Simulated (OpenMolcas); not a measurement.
## Gd3+: effect of correlating more closed shells

- Program: OpenMolcas 26.06
- Basis: ANO-RCC-VTZP [8s7p5d3f2g1h]
- Scalar Hamiltonian: DKH2, point nucleus
- Active space: 7 electrons in 7 orbitals (4f)
- State averaging: 2S+1 = 8 odd, 1 root; 2S+1 = 6 odd, 48 roots (37 in the spin-orbit step); 2S+1 = 4 odd, 26 roots kept (CI in the orbitals of an earlier block); 2S+1 = 2 odd, 25 roots kept (CI in the orbitals of an earlier block, 0 in the spin-orbit step)
- Spin-orbit coupling: RASSI with atomic mean-field integrals over the reference wave functions, term energies averaged over their components

Methods on the same reference wave functions:
A. CASSCF
B. SS-CASPT2, IPEA 0.25 Eh, imaginary shift 0.1 Eh (closed shells correlated: 5s 5p)
C. SS-CASPT2, IPEA 0.25 Eh, imaginary shift 0.1 Eh (closed shells correlated: 4d 5s 5p)

Energies in cm⁻¹ above 4f⁷ ⁸S°_7/2.

```
       Level      A      B      C
 4f⁷ ⁸S°_7/2    0.0    0.0    0.0
 4f⁷ ⁶P°_7/2  40176  35380  34690
 4f⁷ ⁶P°_5/2  40550  35680  34990
 4f⁷ ⁶P°_3/2  41481  36640  35980
4f⁷ ⁶I°_11/2  44919  41630  39900
4f⁷ ⁶I°_13/2  44919  41630  39900
 4f⁷ ⁶I°_9/2  44919  41630  39900
4f⁷ ⁶I°_15/2  44919  41630  39900
 4f⁷ ⁶I°_7/2  44919  41630  39900
4f⁷ ⁶I°_17/2  44919  41630  39900
 4f⁷ ⁶D°_9/2  49816  44640  43210
 4f⁷ ⁶D°_1/2  50197  45080  43670
 4f⁷ ⁶D°_3/2  50602  45480  44120
 4f⁷ ⁶D°_7/2  50703  45540  44190
 4f⁷ ⁶D°_5/2  50877  45740  44400
```

Between B and C the level of the table that moves most is 4f⁷ ⁶I°_7/2, by 1700 cm-1 (lowest in C, highest in B). Moves below CASPT2's spread within the term are not significant.

From A to B the spin-free energies of the other terms of 4f⁷ shown, above ⁸S°, scale by factors of 0.88 to 0.92, as is usual when dynamic correlation screens the repulsion within a d or f shell.

The lowest spin-free term lies below A's lowest term by 0.529 hartree in B, 1.015 hartree in C.

What an inner shell adds also hangs on whether the basis holds functions to correlate it.

CASPT2 does not keep the components of a term degenerate, so their means are used; among the terms shown or strongly mixed into the levels shown the widest spread is 140 cm-1 (4f⁷ ⁶I°, C). Only 26 quartet roots enter the spin-orbit mixing, so the splitting and order within the octet and the sextets are unsound, and g values and χT are rough. Without dynamic correlation excited terms often stand tens of per cent too high (terms of higher spin than the ground term too low), and those without a measured partner can miss by more than the paired ones (holds for A). Only configurations of the active space appear. Levels that lie high or do not pair safely by name in every column are left out.

° marks odd parity.
